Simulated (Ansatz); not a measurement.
Barrier from R1 to the saddle point P1, each structure at its B3LYP-D3(BJ)/def2-SVP stationary point, reached from a drawn start; harmonic modes at that level show the others as minima.
R1, NH3 (SMILES N) (charge 0, multiplicity 1):
```xyz
4

N      0.000     0.000     0.306
H      0.000     0.938    -0.102
H      0.812    -0.469    -0.102
H     -0.812    -0.469    -0.102
```
P1, H3N, a first-order saddle point (one imaginary mode, 800i cm⁻¹) (charge 0, multiplicity 1):
```xyz
4

N      0.000     0.000     0.000
H      1.005     0.000     0.000
H     -0.502     0.870     0.000
H     -0.502    -0.870     0.000
```

P less R. No zero-point or thermal terms. No path was followed down from the saddle.

Cores are frozen in the correlated methods.

The values were computed with Ansatz (a quantum-chemistry and plane-wave program) with Gaussian orbitals. Each number belongs to the level named beside it.

### Question
What barrier height does HF/cc-pVDZ give?

### Answer
7.2 kcal/mol

### Question
Give the barrier height at the level CCSD/cc-pVTZ.

### Answer
6.2 kcal/mol

### Question
What barrier height does PBE0/def2-TZVPP give?

### Answer
4.9 kcal/mol
